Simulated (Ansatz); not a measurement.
**Two structures, one formula**

The two ends of one reaction step of BNH4Cl2O, closed shell (PBE0-D4/def2-TZVP).

A:

```
9
angstrom
B -0.5106 -0.1634 0.1577
O -1.1239 0.7915 -0.6576
Cl -0.8016 -1.9388 -0.3164
Cl -0.7339 0.0734 1.9895
H 1.3043 1.0302 0.1650
N 1.0637 0.0778 -0.0990
H -2.0801 0.7632 -0.6054
H 1.6147 -0.5728 0.4523
H 1.2675 -0.0609 -1.0859
```

B:

```xyz
9
angstrom
B 0.1169 -0.7949 0.5180
O -1.1270 1.7736 -0.9833
Cl -0.9997 -1.7035 -0.5055
Cl -0.5052 -0.0135 1.9750
H -1.3206 1.8179 -0.0432
N 1.4578 -0.7244 0.2027
H -1.5687 0.9744 -1.2822
H 2.1112 -0.1931 0.7515
H 1.8352 -1.1363 -0.6329
```

Program: Ansatz 0.2.0. Basis: def2-TZVPP. Cores are frozen in the correlated methods. B3LYP uses VWN-RPA correlation.

Task: Which structure is lower at CCSD(T), and by how much? (Judge from chemistry; the value comes from the calculation.)

Result: Computed: A, by 0.727 eV (electronic energy, against the other). By their contacts, A is BNH₄Cl₂O ([NH3][B]([OH])([Cl])[Cl]) and B is a complex of BNH₂Cl₂ ([NH2][B]([Cl])[Cl]) + H₂O.

All methods give the same order:

```
      method  E(B) − E(A) (eV)
       SPW92             0.975
      PBE-D4             0.678
     BLYP-D4             0.559
   r2SCAN-D4             0.753
      B97M-V             0.684
     PBE0-D4             0.765
    B3LYP-D4             0.637
  r2SCAN0-D4             0.808
    BHLYP-D4             0.724
CAM-B3LYP-D4             0.713
     wB97X-V             0.756
     wB97M-V             0.736
      B2PLYP             0.658
    PBE-QIDH             0.823
  RPA on PBE             0.673
          HF             0.609
         MP2             0.759
        CCSD             0.716
     CCSD(T)             0.727
```

T1 diagnostic: at most 0.011.

Labels in which every atom is bracketed show which atoms are joined, not bond orders.

For scale, one of the runs: CCSD(T)/def2-TZVPP, 233 basis functions, launched by `ansatz run in.yaml --threads 4 --pin off --events-out ev --progress --plain --max-ram 9574MiB`. Hardware: 4 CPU threads of an Arm Neoverse V1, shared host. Wall time 2.2 min; peak host memory 4.1 GiB.
